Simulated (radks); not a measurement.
Results of a calculation; reference values are marked as such.
Q: Radial electron density D(r) = 4 pi r^2 rho(r) of an atom or ion with 19 electrons. Level of theory: non-relativistic Kohn-Sham, PBEsol, spin-polarised, spherical densities, point nucleus (a radial shooting solver on a logarithmic mesh with Libxc functionals).

```
   r/bohr * D(r) (the largest magnitude, 21.8, reaches the edge; | marks zero)
  0.01437 |                *
  0.01963 |                         *
   0.0266 |                                    *
  0.03635 |                                               *
  0.04926 |                                                      *
  0.06729 |                                                     *
  0.09193 |                                             *
   0.1246 |                                       *
   0.1702 |                                           *
   0.2307 |                                                      *
   0.3152 |                                                      *
   0.4271 |                                    *
   0.5835 |                *
   0.7972 |             *
     1.08 |                *
    1.476 |            *
        2 |     *
    2.733 |*
    3.704 *
     5.06 *
    6.912 *
    9.368 *
     12.8 *
    17.35 *
     23.7 *
    32.12 *
```

What is the nuclear charge?

A: Z = 19. The innermost maximum, from 1s, lies near 1/Z = 0.0526 bohr (found: 0.0560), and its height grows with Z. The density is that of neutral potassium in [Ar] 4d1; the configuration itself is not fixed sharply by these data, and Z only to about a unit. D(r) has 4 maxima, at r = 0.0560, 0.273, 1.11, 14.3 bohr, and minima at 0.132, 0.724 bohr, inside which lie 2.16, 10.35 electrons.
